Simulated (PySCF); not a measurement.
# Orbital picture of ZnF

r²SCAN at R = 1.795 Å; PySCF, no relativity, basis sets Zn def2-TZVPPD, F def2-TZVPPD. State: ²Σ⁺ (doublet), unpaired electrons σ ↑. Only the outer orbitals are listed, counted within each symmetry.

```tsv
spin	orbital	occ.	ε (eV)	on Zn (%)	main shells (%)
α	9σ	1	-9.60	39	61 F p, 23 Zn s, 15 Zn d
α	4π	1	-8.42	6	94 F p
α	4π	1	-8.42	6	94 F p
α	10σ	1	-6.28	88	69 Zn s, 17 Zn p, 12 F p
α	5π	0	-1.38	103	100 Zn p
α	5π	0	-1.38	103	100 Zn p
β	9σ	1	-9.09	34	66 F p, 18 Zn s, 13 Zn d
β	4π	1	-8.32	6	94 F p
β	4π	1	-8.32	6	94 F p
β	10σ	0	-4.27	100	93 Zn s
```

Task: Which are the highest filled and the lowest empty level, where do they sit, and how wide is the gap?

Result: Highest filled α 10σ at -6.28 eV (in %: 69 Zn s, 17 Zn p, 12 F p); lowest empty β 10σ at -4.27 eV (in %: 93 Zn s); the gap at r²SCAN is 2.01 eV.

- bond order (Mayer): 0.62
- ⟨S²⟩: 0.754
- charge on Zn (Mulliken, basis-dependent): 0.54
- charge on Zn (Löwdin, basis-dependent): 0.66
- dipole moment (positive dipole means Zn(−)F(+)): -2.97 D

Shares are Mulliken populations and can fall outside 0 to 100 %.

The state was picked by a PBE0 search and need not be the measured ground state.
